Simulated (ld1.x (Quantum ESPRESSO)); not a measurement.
Results of a calculation; reference values are marked as such.
# Hardness and transferability of assorted potentials

Generated with ld1.x 7.5 (TM, RRKJ, ultrasoft, PAW), atompaw 4.2 or ONCVPSP 4.0.1. The cutoff is in Ry: for ld1.x and atompaw files where the sum of valence levels is converged to 10 mRy in a Bessel basis, for ONCV files where the hardest occupied wave has 1 mHa per electron of residual kinetic energy. The error is the largest all-electron minus pseudo excitation energy over each file’s own four to seven test configurations (ionisations up to +4, promotions, holes and added fractions of an electron), all of which were solved. The labels leave out finer settings (local radius, basis sizes, second energies), which also bear on the numbers. Spin-polarised tests are not counted. The rows are a selection from randomly drawn settings: files with unsolved tests, undetermined cutoffs or missed reference levels are left out.

A true bound ghost makes a file unfit for plane-wave use even where its test errors are small: the radial tests pick states by their node count and pass the ghost by.

```csv
element,potential,cutoff (Ry),largest error (meV),bound ghosts
Mg,"TM, LDA (PZ), scalar-relativistic, rc 2.75/3.05/3.20 (spd), local smoothed, core correction no, reference 3s1.5 3p0",6,+70,none
S,"RRKJ, PBE, scalar-relativistic, rc 1.20/1.60/1.30 (spd), local s, core correction yes, reference 3s2 3p3",50,+164,none
Ir,"PAW, LDA (PZ), scalar-relativistic, rc 2.20/4.05/1.80 (spd), local smoothed, core correction yes, reference 5d7 6s1.75 6p0.25",35,-38,none
```

(1) Fill in the row for Pd: TM, LDA (PZ), scalar-relativistic, rc 1.85/1.10/1.90/1.50 (spdf), local d, core correction yes, reference 4p6 4d10 5s0 5p0.

(2) Fill in the row for Br: TM, PBE, scalar-relativistic, rc 1.55/1.80 (sp), local s, core correction yes, reference 4s2 4p5.

(3) Fill in the row for As: ultrasoft, LDA (PZ), scalar-relativistic, rc 1.85/1.65/1.50 (spd), local smoothed, core correction yes, reference 4s1.75 4p3.25.

## Answers

(1) cutoff 140 Ry, largest error -185 meV, bound ghosts: s.

(2) cutoff 45 Ry, largest error -110 meV, bound ghosts: p.

(3) cutoff 8 Ry, largest error -33 meV, bound ghosts: none.
